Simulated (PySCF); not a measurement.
# [NdH3(NH3)]−: from a saddle point downhill

PySCF 2.14.0, RKS PBE0, Nd lcecp-0-SVP with ECP50, H def2-SVP, N def2-SVP; non-relativistic Hamiltonian with scalar-relativistic core potentials where named; density fitting; no spin-orbit coupling. Relaxed within the symmetry of its start, the geometry (C3v) is

```xyz
8

Nd    0.1714   -0.1714    0.1714
H     1.1633    1.7854    1.1633
H    -1.7854   -1.1633    1.1633
H     1.1633   -1.1633   -1.7854
N    -1.4237    1.4237   -1.4237
H    -2.0221    2.0221   -0.8570
H    -0.8570    2.0221   -2.0221
H    -2.0221    0.8570   -2.0221
```

and its lowest harmonic modes are -101, -101, 48, 191, 279, 362 cm⁻¹ (negative: unstable). It was moved along the lowest mode and relaxed again.

(1) Where does it end, and how much lower?

(2) How do the contacts change?

(3) Is the end a minimum?

An lcecp potential fixes the number of 4f electrons, so in runs with it no electron can move into or out of that shell; real Nd(II) is rare or takes another configuration.

State: singlet in the valence, with the 4f electrons in the core potential.

Results:

(1) In Cs, 0.152 eV lower, after 42 steps:
```xyz
8

Nd    0.0258    0.0904    0.3643
H     1.2264    1.6421    1.7142
H    -1.1799   -1.6869    1.3915
H     0.6280   -0.1143   -2.0222
N    -1.5276    1.3921   -1.5130
H    -1.4547    2.3794   -1.7560
H    -0.7594    0.8867   -2.0304
H    -2.4149    1.0549   -1.8842
```

(2) 
```json
{"contact": "Nd1–H2 (H)", "saddle (Å)": "2.408", "end (Å)": "2.381"}
{"contact": "Nd1–H3 (H)", "saddle (Å)": "2.408", "end (Å)": "2.381"}
{"contact": "Nd1–H4 (H)", "saddle (Å)": "2.408", "end (Å)": "2.470"}
{"contact": "Nd1–N5 (NH3)", "saddle (Å)": "2.763", "end (Å)": "2.763"}
{"contact": "Nd1–H7 (NH3)", "saddle (Å)": "3.268", "end (Å)": "2.643"}
```


(3) Yes; lowest modes 100, 190, 229, 263, 318, 386 cm⁻¹.
